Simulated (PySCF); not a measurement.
# BeCl at PBE0

Computed with PBE0; PySCF, no relativity, basis sets Be def2-TZVP, Cl def2-TZVP.

```json
{"state": "quartet, unpaired electrons σ ↑, π ↑↑, a mixture of terms (⟨Lz²⟩ = 2.0), a second solution, started from another occupation", "bond length": "2.303 Å", "harmonic wavenumber": "265 cm⁻¹", "force constant": "0.296 mdyn/Å", "rotational constant Be": "0.4436 cm⁻¹", "anharmonicity ωexe": "8.00 cm⁻¹", "vibration–rotation constant αe": "0.0147 cm⁻¹", "energy of the minimum from ground-state Be + Cl": "2.02 eV", "bond order (Mayer)": "0.39", "dipole moment (positive dipole means Be(−)Cl(+))": "2.77 D"}
```

Counting both spins, an empty level lies below a filled one in this solution, because spin and occupation are held.
